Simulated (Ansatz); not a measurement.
Reaction (substitution at a C–O bond): `C[O][SbH][NH2]` + `NCCN` → `CNCCN` + `[NH2][SbH][OH]`

Program: Ansatz. Geometries: PBE0-D4/def2-TZVP. ΔE: electronic, gas phase. CCSD(T)/CBS adds triple-zeta CCSD(T) − MP2 to the extrapolated MP2 energy (def2 sets, frozen cores). DFT in def2-TZVPP. B3LYP here is the variant with VWN-RPA as its local correlation; programs differ in this. Elements past krypton have def2 core potentials. For Sb outer-core shells are correlated without core-valence functions, which leaves a few kJ/mol of doubt a bond. One conformer a species, not always the lowest.

```json
{"level": "PBE-D4", "ΔE (kcal/mol)": "-6.0", "difference from CCSD(T)/CBS": "0.4"}
{"level": "B3LYP-D4", "ΔE (kcal/mol)": "-5.3", "difference from CCSD(T)/CBS": "1.1"}
{"level": "B2PLYP", "ΔE (kcal/mol)": "-5.8", "difference from CCSD(T)/CBS": "0.6"}
{"level": "HF/def2-TZVPP", "ΔE (kcal/mol)": "-5.4", "difference from CCSD(T)/CBS": "1.0"}
{"level": "MP2/def2-TZVPP", "ΔE (kcal/mol)": "-6.7", "difference from CCSD(T)/CBS": "-0.3"}
{"level": "SCS-MP2/def2-TZVPP", "ΔE (kcal/mol)": "-6.1", "difference from CCSD(T)/CBS": "0.3"}
{"level": "CCSD/def2-TZVPP", "ΔE (kcal/mol)": "-6.2", "difference from CCSD(T)/CBS": "0.2"}
{"level": "SCS-MP2/def2-QZVPP", "ΔE (kcal/mol)": "-6.3", "difference from CCSD(T)/CBS": "0.1"}
{"level": "HF/CBS(def2)", "ΔE (kcal/mol)": "-5.5", "difference from CCSD(T)/CBS": "0.9"}
{"level": "MP2/CBS(def2)", "ΔE (kcal/mol)": "-6.9", "difference from CCSD(T)/CBS": "-0.5"}
{"level": "CCSD(T)/CBS", "ΔE (kcal/mol)": "-6.4", "difference from CCSD(T)/CBS": "0"}
```

Largest T1 diagnostic among the species: 0.014.

In def2-TZVPP, CCSD(T) changes the Hartree–Fock value by −0.7 kcal/mol (the triples alone add +0.0 kcal/mol) and MP2 by −1.3 kcal/mol.
